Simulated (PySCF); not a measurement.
A calculated (PBE, PySCF 2.14, x2c-TZVPPall with one added diffuse shell each of s, p, d, f type, the spin-free X2C one-electron Hamiltonian (Gaussian nucleus)) atom or ion has these occupied shells.

```tsv
shell	electrons	orbital energy (eV)	rms radius, mean of both spins (bohr)
1s α	1	-6424.2	0.0703
1s β	1	-6424.2	0.0703
2s α	1	-743.68	0.303
2s β	1	-741.67	0.303
2p α	3	-629.83	0.274
2p β	3	-628.28	0.274
3s α	1	-87.375	0.916
3s β	1	-82.214	0.916
3p α	3	-56.099	0.985
3p β	3	-51.042	0.985
3d α	5	-8.165	1.38
4s α	1	-5.513	3.40
4s β	1	-4.475	3.40
```

(1) Name the element and its charge.

Results:

(1) Mn (manganese, neutral), in [Ar] 3d5 4s2, high-spin 6S determinant.
